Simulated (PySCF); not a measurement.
Si(GeH3)2(H)2 (Ge₂H₈Si), SMILES [GeH3][SiH2][GeH3]. Atoms are numbered in the order given.

```xyz
11

Si     0.0658    -0.8719    -0.6813
Ge     1.9031     0.5156    -0.0670
Ge    -1.9329    -0.1200     0.3762
H      0.3470    -2.2844    -0.2740
H     -0.1114    -0.8383    -2.1672
H      1.6259     1.9718    -0.4856
H      2.1032     0.4799     1.4598
H      3.2053     0.0491    -0.7442
H     -3.1368    -0.9949    -0.0205
H     -2.2286     1.3360    -0.0307
H     -1.7709    -0.1721     1.9072
```

The structure is a stationary point at PBE0-D3(BJ)/def2-SVP.

These are PBE0-D3(BJ)/def2-SVP (PySCF) values and carry that method's errors.

Frequencies are harmonic and unscaled.

Computed normal modes with their intensities:
| mode | ν (cm⁻¹) | IR (km/mol) | Raman (Å⁴/amu) | depolarisation | moving atoms (share of kinetic energy) |
|---|---|---|---|---|---|
| 1 | 71 | 0.6 | 1.7 | 0.51 | Ge 72 %, Si 16 %, H 11 % |
| 2 | 74 | 0.0 | 0.0 | – | H 99 % |
| 3 | 85 | 0.0 | 0.0 | – | H 90 %, Si 9 % |
| 4 | 309 | 0.3 | 18.6 | 0.10 | Si 50 %, Ge 36 %, H 14 % |
| 5 | 312 | 15.8 | 0.0 | – | H 96 % |
| 6 | 387 | 0.1 | 6.5 | 0.75 | Si 51 %, H 29 %, Ge 20 % |
| 7 | 398 | 0.0 | 0.0 | – | H 98 % |
| 8 | 417 | 19.3 | 1.2 | 0.75 | H 79 %, Si 14 % |
| 9 | 513 | 7.4 | 10.2 | 0.65 | H 82 %, Si 12 % |
| 10 | 550 | 8.6 | 5.5 | 0.75 | H 82 %, Si 14 % |
| 11 | 682 | 0.0 | 17.8 | 0.75 | H 98 % |
| 12 | 693 | 337.6 | 0.6 | 0.75 | H 87 %, Si 12 % |
| 13 | 799 | 159.3 | 11.3 | 0.75 | H 96 % |
| 14 | 809 | 119.5 | 9.5 | 0.53 | H 97 % |
| 15 | 884 | 0.0 | 67.8 | 0.75 | H 99 % |
| 16 | 886 | 13.4 | 69.7 | 0.74 | H 99 % |
| 17 | 887 | 35.7 | 0.1 | 0.74 | H 99 % |
| 18 | 889 | 51.0 | 0.7 | 0.75 | H 99 % |
| 19 | 915 | 76.8 | 4.9 | 0.73 | H 96 % |
| 20 | 2145 | 127.9 | 4.7 | 0.43 | H 100 % |
| 21 | 2149 | 19.8 | 581.8 | 0.02 | H 100 % |
| 22 | 2153 | 1.6 | 26.9 | 0.75 | H 98 % |
| 23 | 2154 | 80.5 | 105.7 | 0.75 | H 98 % |
| 24 | 2156 | 137.0 | 231.0 | 0.74 | H 98 % |
| 25 | 2156 | 170.7 | 219.7 | 0.75 | H 98 % |
| 26 | 2211 | 81.5 | 226.7 | 0.04 | H 98 % |
| 27 | 2222 | 97.3 | 92.9 | 0.75 | H 96 % |
